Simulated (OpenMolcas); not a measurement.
**Computed transition rates of W**

- Program: OpenMolcas
- Method: MS-CASPT2, IPEA 0.25 Eh, imaginary shift 0.1 Eh (closed shells correlated: 5s 5p)
- Basis: ANO-RCC-VQZP [9s8p6d4f3g2h]
- Scalar Hamiltonian: DKH2, point nucleus
- Active space: 6 electrons in 6 orbitals (5d 6s)
- State averaging: 2S+1 = 5 even, 30 roots; 2S+1 = 7 even, 1 root kept (CI in the orbitals of an earlier block); 2S+1 = 3 even, 55 roots kept (CI in the orbitals of an earlier block); 2S+1 = 1 even, 30 roots kept (CI in the orbitals of an earlier block)
- Spin-orbit coupling: RASSI with atomic mean-field integrals over the reference wave functions, term energies averaged over their components

Rates come from the transition moments of the reference wave functions (E1 and E2 in the length form). At fixed line strength A goes as λ^-3 for E1 and M1 and as λ^-5 for E2, so a rate at the computed wavelength can be rescaled to the measured one. Measured vacuum wavelengths follow from level energies in NIST Handbook of Basic Atomic Spectroscopic Data. Branching counts decays inside the model space alone, at computed energies, and the table is only a selection of the M1 lines, drawn from those between levels with measured partners whose computed energy lies within a factor of 1.5 of the measured one.

| Upper | Lower | Type | λ computed (nm) | λ measured (nm) | A computed (s-1) | A rescaled (s-1) | Branching % |
| --- | --- | --- | --- | --- | --- | --- | --- |
| 5d⁴ 6s² ³P₀ [64 %] | 5d⁴ 6s² ⁵D₁ | M1 | 1025 | 1318 | 8.57e+00 |  | 100.0 |
| 5d⁴ 6s² ³P₁ | 5d⁴ 6s² ⁵D₂ | M1 | 840.2 | 1002 | 5.89e+00 |  | 87.6 |
| 5d⁴ 6s² ⁵D₂ | 5d⁴ 6s² ⁵D₁ | M1 | 6663 | 6041 | 1.80e-01 | 2.42e-01 | 100.0 |
| 5d⁴ 6s² ⁵D₃ | 5d⁴ 6s² ⁵D₂ | M1 | 6777 | 6647 | 1.43e-01 | 1.52e-01 | 99.6 |
| 5d⁴ 6s² ⁵D₁ | 5d⁴ 6s² ⁵D₀ | M1 | 8498 | 5987 | 7.89e-02 | 2.26e-01 | 100.0 |
| 5d⁴ 6s² ⁵D₄ | 5d⁴ 6s² ⁵D₃ | M1 | 7052 | 7198 | 7.36e-02 | 6.92e-02 | 98.3 |

Spin-changing lines and M1 lines between different terms are not rescaled, since their strength hangs on the term gaps too.

The largest correction is for 5d⁴ 6s² ⁵D₁ → 5d⁴ 6s² ⁵D₀ (M1): 7.89e-02 × (8498 / 5987)^3 = 2.26e-01 s-1, a factor of 2.86.

No measured rate stands beside these. Rescaling mends the energy factor alone: line strengths can still be far off where a level mixes with configurations outside the active space, and weak or spin-changing lines hang on small mixing coefficients that depend on the term gaps too, so rescaling need not improve them.

CASPT2 does not keep the components of a term degenerate, so their means are used; among the terms shown or strongly mixed into the levels shown the widest spread is 220 cm-1 (5d⁴ 6s² ⁵D). Terms from blocks run as CI alone lack orbitals of their own. Configurations are named by rounded mean occupations; where the s occupation lies near a half they are strongly mixed, a name can repeat and a true partner stay unpaired. The lowest spin-free term belongs to 5d⁵ 6s, not to the configuration of the lowest level. Some terms miss by over 15 % even with CASPT2, which points to a basis or an active space too small for the shells correlated. Measured partners are found by configuration, term and J. A level has none where our copy of the source lacks it or the pairing is in doubt (some pairs that miss far off the trend of their configuration count as doubtful). Only configurations of the active space appear.

A share in square brackets marks a mixed level and gives the weight of the term that names it.
